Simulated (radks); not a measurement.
The numbers below are computed, except where a source is named.
Task: Excited configurations of Pb3+: one electron is placed in a higher orbital outside [Xe] 4f14 5d10. The ground configuration is [Xe] 4f14 5d10 6s1. Level of theory: scalar-relativistic Kohn-Sham, LDA (Slater exchange, Perdew-Wang correlation), spin-polarised, spherical densities, point nucleus; open shells are filled with parallel spins first (spin-orbit coupling, left out, can overturn this in heavy ions) (a radial shooting solver on a logarithmic mesh with Libxc functionals). Excitation = E - E(ground); binding = E(ion) - E, where the ion is the core of charge +4; n* = 4/sqrt(2 binding) in atomic units, and the quantum defect is n - n*.

| outer orbital | excitation (eV) | binding (eV) | n* | quantum defect | eigenvalue (eV) | <r> (bohr) |
|---|---|---|---|---|---|---|
| 5f | 27.810 | 15.602 | 3.735 | 1.265 | -12.799 | 3.523 |
| 6p | 11.601 | 31.811 | 2.616 | 3.384 | -27.804 | 2.537 |
| 6f | 33.103 | 10.309 | 4.595 | 1.405 | -8.915 | 6.474 |
| 7s | 23.368 | 20.044 | 3.296 | 3.704 | -17.955 | 4.228 |
| 7p | 27.110 | 16.302 | 3.654 | 3.346 | -14.551 | 4.970 |
| 7d | 31.753 | 11.660 | 4.321 | 2.679 | -10.335 | 6.510 |
| 7f | 36.294 | 7.119 | 5.530 | 1.470 | -6.296 | 10.18 |

Estimate the row for 6d.

Result: excitation (eV) 23.731; binding (eV) 19.682; n* 3.326; quantum defect 2.674; eigenvalue (eV) -17.098; <r> (bohr) 3.595. The Delta-SCF ionisation energy is 43.412 eV (NIST Atomic Spectra Database: 42.333 eV, measured). Self-interaction in the functional shifts the binding energies and quantum defects, so they are the method's values and not measured ones.
